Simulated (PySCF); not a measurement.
Isomers C8H7FO2:

A. `COC(=O)c1ccc(F)cc1`
B. SMILES O=C(O)Cc1cccc(F)c1
C. SMILES O=C(O)Cc1ccc(F)cc1

Spectrum 1. 13C{1H} NMR (computed): δ 175.4 (C), 169.8 (C, d, J = 315.4 Hz), 137.7 (CH, d, J = 5.3 Hz), 133.7 (C), 120.6 (CH, d, J = 19.3 Hz), 39.4 (CH2).

Spectrum 2. 13C{1H} NMR (computed): δ 173.7 (C, d, J = 323.6 Hz), 169.0 (C), 138.9 (CH, d, J = 7.0 Hz), 129.1 (C), 120.0 (CH, d, J = 19.5 Hz), 52.4 (CH3).

Spectrum 3. 13C{1H} NMR (computed): δ 175.7 (C), 170.7 (C, d, J = 315.8 Hz), 141.9 (C, d, J = 5.4 Hz), 135.4 (CH, d, J = 5.6 Hz), 129.5 (CH), 120.9 (CH, d, J = 20.3 Hz), 120.0 (CH, d, J = 19.2 Hz), 41.5 (CH2).

PySCF 2.14 calculation with geometry: PBE0-D3(BJ)/def2-SVP, J: B3LYP/pcJ-1 (spin–dipole term left out of most H,H and C,H couplings) and GIAO PBE0/pcSseg-1 shieldings; non-relativistic Hamiltonian, averaged over atoms made equivalent by symmetry, fast rotation or ring inversion, one conformer, no solvent.

Shifts are taken against calculated references (same method and geometry level): 13C (184.41 ppm) vs TMS. One-bond C–F couplings are unscaled and too large by tens of Hz. Acid and N–H amide carbonyl carbons lie up to 10 ppm further downfield in solution (hydrogen bonding). Shifts are as computed. Against solution values, carbons near 30 ppm lie about +2 ppm off and those near 130 ppm about +5 ppm (rms about the fit 1.9 ppm; single classes can miss by 10 ppm). Of 1328 compounds with measured shifts, 309 miss one by over three times the rms of a fit or turn the order of signals round; such compounds aren't used in these exercises. Signals without a measured value on file couldn't be tested in this way; 1H shifts scatter by 0.2 ppm about their fit, and single ones miss by 0.5 ppm.

Q: Match each spectrum to its structure.

A: 1–C, 2–A, 3–B.

- Spectrum 1 (C): 6 13C signals; δC 175.4 is a carboxylic acid carbon; δC 169.8 is an aromatic carbon bearing fluorine.
- Spectrum 2 (A): 6 13C signals; δC 173.7 is an aromatic carbon bearing fluorine; δC 169.0 is an ester carbonyl carbon.
- Spectrum 3 (B): 8 13C signals; δC 175.7 is a carboxylic acid carbon; δC 170.7 is an aromatic carbon bearing fluorine.
